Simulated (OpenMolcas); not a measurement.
**Si: input and output**

Input:

```
&GATEWAY
Coord
1

Si 0.0 0.0 0.0
Basis=ANO-RCC-VTZP
Group=XYZ
NoMove
AngMom=0.0 0.0 0.0
AMFI
&SEWARD
Relativistic=R03O02
&RASSCF
FileOrb=start.orb
Symmetry=1
Spin=3
nActEl=2 0 0
Inactive=3 3
Ras2=0 3
CIRoot=3 3 1
SDav=3
CIMx=300
Iter=120 100
PrWF=0.3
OrbListing=Nothing
MaxOrb=0
Atom
>>> COPY $Project.JobIph JOB001
&RASSCF
FileOrb=start.orb
Symmetry=1
Spin=1
nActEl=2 0 0
Inactive=3 3
Ras2=0 3
CIRoot=6 6 1
SDav=6
CIMx=300
Iter=120 100
PrWF=0.3
OrbListing=Nothing
MaxOrb=0
Atom
CIOnly
>>> COPY $Project.JobIph JOB002
&RASSI
NrOfJobIphs=2 3 6
1 2 3
1 2 3 4 5 6
IphNames
JOB001
JOB002
EJob
SpinOrbit
DIPRint=1.0
SOCoupling=1000.0
Subsets=2
MEES
Property=10
'ANGMOM' 1 'ANGMOM' 2 'ANGMOM' 3 'MLTPL  1' 1 'MLTPL  1' 2 'MLTPL  1' 3
'AMFI' 1 'AMFI' 2 'AMFI' 3 'MLTPL  2' 6
SOProperty=3
'ANGMOM' 1 'ANGMOM' 2 'ANGMOM' 3
```

Launched by
```bash
OMP_NUM_THREADS=1 MOLCAS_MEM=2252 MOLCAS_PROJECT=a pymolcas a.inp > a.log  # once for each step of the input, in one work folder
```

A driver script runs the steps one by one and writes start.orb anew before each from the orbitals found so far, so a CI-only block uses the converged orbitals of the first block.

Output, cut to the results:

```
--- SEWARD ---
Basis set label: SI.ANO-RCC...5S4P2D1F.

      Electronic valence basis set:
      ------------------
      Associated Effective Charge  14.000000 au
      Associated Actual Charge     14.000000 au
      Nuclear Model: Point charge

      Shell  nPrim  nBasis  Cartesian Spherical Contaminant
         s      17       5        X
         p      12       4        X
         d       5       2                 X
         f       4       1                 X
Relativistic=R03O02
                  Relativistic Douglas-Kroll-Hess integrals:
                    - DKH order of Hamiltonian: 3
                    - DKH order of Properties : 2
--- RASSCF ---
Wave function specifications:
      -----------------------------

      Number of closed shell electrons          12
      Number of electrons in active shells       2
      Max number of holes in RAS1 space          0
      Max nr of electrons in RAS3 space          0
      Number of inactive orbitals                6
      Number of active orbitals                  3
      Number of secondary orbitals              25
      Spin quantum number                      1.0
      State symmetry                             1
Orbital specifications:
      -----------------------

      Symmetry species                           1   2
                                                ag  au
      Frozen orbitals                            0   0
      Inactive orbitals                          3   3
      Active orbitals                            0   3
      RAS1 orbitals                              0   0
      RAS2 orbitals                              0   3
      RAS3 orbitals                              0   0
      Secondary orbitals                        12  13
      Deleted orbitals                           0   0
      Number of basis functions                 15  19
      Number of CSFs                             3
      Number of root(s) required                 3
      Iter CI   SX   CI       RASSCF       Energy    max ROT     max BLB   max BLB  Level Ln srch  Step   QN
          iter iter root      energy       change     param      element    value   shift minimum  type update
 Nr of preliminary CI iterations:   1
        1   1    8    0  -289.45402989    0.00E+00   6.21E-02    3   4 1 -3.51E-02*  0.05   0.00    SX    NO
        2   1    7    0  -289.45782057   -3.79E-03*  5.32E-03    3   5 1 -8.78E-03*  0.03   0.00    SX    NO
        3   1    7    0  -289.45787998   -5.94E-05*  1.01E-03    3   4 1 -7.51E-04*  0.03   0.00    SX    NO
        4   1    6    0  -289.45788139   -1.41E-06*  1.24E-04    3   5 1 -2.75E-04*  0.03   0.00    SX    NO
        5   1    6    0  -289.45788143   -3.91E-08*  2.15E-05    3   4 1 -3.01E-05   0.03   0.99    QN   YES
        6   1    4    0  -289.45788143   -1.40E-09  -4.69E-06    3   4 1 -5.95E-06   0.03   1.15    QN   YES
      Convergence after  6 iterations
        7   1    4    0  -289.45788143   -3.43E-11  -4.69E-06    3   5 1  8.44E-07   0.03   1.15    QN   YES
      Natural orbitals and occupation numbers for root  1
      sym 2:   1.000000   0.000000   1.000000
      Natural orbitals and occupation numbers for root  2
      sym 2:   0.000000   1.000000   1.000000
      Natural orbitals and occupation numbers for root  3
      sym 2:   1.000000   1.000000   0.000000
::    RASSCF root number  1 Total energy:   -289.45788143
::    RASSCF root number  2 Total energy:   -289.45788143
::    RASSCF root number  3 Total energy:   -289.45788143
--- RASSCF ---
Wave function specifications:
      -----------------------------

      Number of closed shell electrons          12
      Number of electrons in active shells       2
      Max number of holes in RAS1 space          0
      Max nr of electrons in RAS3 space          0
      Number of inactive orbitals                6
      Number of active orbitals                  3
      Number of secondary orbitals              25
      Spin quantum number                      0.0
      State symmetry                             1
Orbital specifications:
      -----------------------

      Symmetry species                           1   2
                                                ag  au
      Frozen orbitals                            0   0
      Inactive orbitals                          3   3
      Active orbitals                            0   3
      RAS1 orbitals                              0   0
      RAS2 orbitals                              0   3
...
--- RASSI ---
SPIN-FREE ENERGIES:
  (Shifted by EMIN (a.u.) =       -289.4578814285)

 SF State       Relative EMIN(au)   Rel lowest level(eV)    D:o, cm**(-1)      L_eff

     1             0.0000000000        0.0000000000              0.0000         1.0
     2             0.0000000000        0.0000000000              0.0000         1.0
     3             0.0000000000        0.0000000000              0.0000         1.0
     4             0.0398297740        1.0838233650           8741.6250         2.0
     5             0.0398297740        1.0838233650           8741.6250         2.0
     6             0.0398297740        1.0838233650           8741.6250         2.0
     7             0.0398297740        1.0838233650           8741.6250         2.0
     8             0.0398297740        1.0838233650           8741.6250         2.0
     9             0.0995744351        2.7095584126          21854.0624         0.0
     Dipole printing threshold changed to   1.00000000E+00
Eigenvalues of complex Hamiltonian:
   -----------------------------------
  (Shifted by EMIN (a.u.) =       -289.4578814285)

 SO State       Relative EMIN(au)   Rel lowest level(eV)    D:o, cm**(-1)     J-value

     1            -0.0006031172        0.0000000000              0.0000         0.0
     2            -0.0002980125        0.0083023238             66.9628         0.6
     3            -0.0002980125        0.0083023238             66.9628         0.7
     4            -0.0002980125        0.0083023238             66.9628         1.0
     5             0.0002935198        0.0243987362            196.7891         1.8
     6             0.0002935198        0.0243987362            196.7891         2.0
     7             0.0002935198        0.0243987362            196.7891         1.8
     8             0.0002935198        0.0243987362            196.7891         1.0
     9             0.0002935198        0.0243987362            196.7891         1.0
...
```

The J values that RASSI prints are effective ones from its own formula and need not be integers or half-integers; the table below assigns J from the states.

Levels above the lowest, from the spin-orbit matrix, grouped by J:

```
Configuration  Term  J  E (cm-1)  Measured (cm-1)  Term weight %
      3s2 3p2    3P  0       0.0              0.0            100
      3s2 3p2    3P  1      67.0             77.1            100
      3s2 3p2    3P  2       197              223            100
      3s2 3p2    1D  2      8875             6299            100
      3s2 3p2    1S  0     21988            15394            100
```

Against the 4 measured excited levels shown (NIST Handbook of Basic Atomic Spectroscopic Data) the mean absolute deviation is 2300 cm-1; the largest miss in energy is 3s2 3p2 1S0: computed 21988, measured 15394 cm-1 (+42.8 %).

Without dynamic correlation excited terms often stand tens of per cent too high (terms of higher spin than the ground term too low), and those without a measured partner can miss by more than the paired ones. Terms from blocks run as CI alone lack orbitals of their own. With the s shell closed, the reference lacks s² → p² mixing. Computed and measured levels are paired by configuration, term and J; levels that our copy of the source lacks, or whose pairing is in doubt (as where it misses far off the trend of its configuration), stay unpaired and out of the deviations. Only configurations of the active space appear.

The RASSCF and RASSI steps took 6 s on 1 thread of AMD EPYC 7571 (shared host); the integral step is not counted.

The term weight is that of the spin-free term in the level, not the purity of its configuration.
